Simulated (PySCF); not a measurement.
Run record: geometry optimisation, `COc1cc[cH-]c1`.

Computed with PBE0-D3(BJ)/def2-SVP geometry optimisation, gas phase (PySCF 2.14.0). Start geometry: GFN2-xTB. The input is one job of a driver script: a line of settings, then coordinates in Å.

Input:
```
{"job": {"xc": "PBE0", "basis": "def2-SVP", "d3": "d3bj", "grid": 2, "kind": "geom"}, "charge": -1, "multiplicity": 1}
C     -2.357839     0.203563    -0.122112
O     -1.458322    -0.835885     0.031689
C     -0.090656    -0.428205     0.041766
C      0.957436    -1.331221     0.191633
C      2.146309    -0.596538     0.156330
C      1.824180     0.743458    -0.013993
C      0.430656     0.855540    -0.086162
H     -2.281824     0.943392     0.691031
H     -2.217304     0.738853    -1.075128
H     -3.363177    -0.232399    -0.109055
H      0.858817    -2.400543     0.313152
H      3.145172    -1.009081     0.247299
H      2.524296     1.568902    -0.081298
H     -0.118422     1.779692    -0.217275
```

Task: Give the output.

Result: 
```
step   0  E = -307.46296719  max force = 0.032562
step   1  E = -307.46582884  max force = 0.003434
step   2  E = -307.46585737  max force = 0.000705
step   3  E = -307.46586013  max force = 0.000782
step   4  E = -307.46585901  max force = 0.000564
step   5  E = -307.46586220  max force = 0.000218
optimisation converged
```

Energies in Eh; «max force» is the largest Cartesian gradient component in Eh/bohr.

Task: Give the first gradient maximum in eV/Å.

Result: With 1 Eh/bohr = 51.422 eV/Å, 1.674 eV/Å.

Task: How much energy does the optimisation release, in eV?

Result: E(step 0) − E(last step) = 0.002895 Eh, which is 0.079 eV.

In short: final energy -307.46586 Eh after 5 steps.

Task: Give the final coordinates.

Result: 0.021 Å rms from the input after alignment:
```
atom  x, y, z in Å
C1    -1.7106    0.6104   -0.0609
O2    -0.8092   -0.4174    0.0961
C3     0.5260   -0.0306    0.1048
C4     1.5797   -0.9483    0.2552
C5     2.7855   -0.2034    0.2170
C6     2.4636    1.1538    0.0445
C7     1.0497    1.2733   -0.0271
H8    -1.6420    1.3678    0.7507
H9    -1.5708    1.1602   -1.0175
H10   -2.7276    0.1810   -0.0515
H11    1.4647   -2.0279    0.3773
H12    3.7940   -0.6197    0.3068
H13    3.1740    1.9834   -0.0240
H14    0.4859    2.1995   -0.1590
```

Time: 41 s of wall time; peak memory 0.68 GiB. Hardware: one thread of an Arm Neoverse V2, no GPU (shared host).
Labels such as C1 count atoms from 1, the log's own numbers from 0.
